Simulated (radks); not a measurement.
Question: These are the eigenvalues of the occupied orbitals of an atom or ion with whole-number occupations (hartree). All-electron calculation, scalar-relativistic Kohn-Sham, PBE, spin-unpolarised, spherical densities, finite nucleus; Fermi nuclear charge, rms radius of each element as measured or else 0.836 A^(1/3) + 0.57 fm. Program: a radial shooting solver on a logarithmic mesh with Libxc functionals.

orbital  eigenvalue
1s        -677.6919
2s        -113.2246
2p        -103.4903
3s        -34.31289
3p        -31.12268
3d        -26.23166

Which element is it, and in what charge state? The configuration may be excited.

Answer: Z = 40, zirconium, charge +18: Zr18+ in [Ar] 3d4. The list shows which subshells hold electrons but not how many an open one holds; the 1s level, -677.69 hartree, gives Z - s = 36.8 by -(Z - s)^2/2, which with screening and relativity narrows Z to a few neighbours, and the depths of the outer levels then fix element, charge and occupations together.
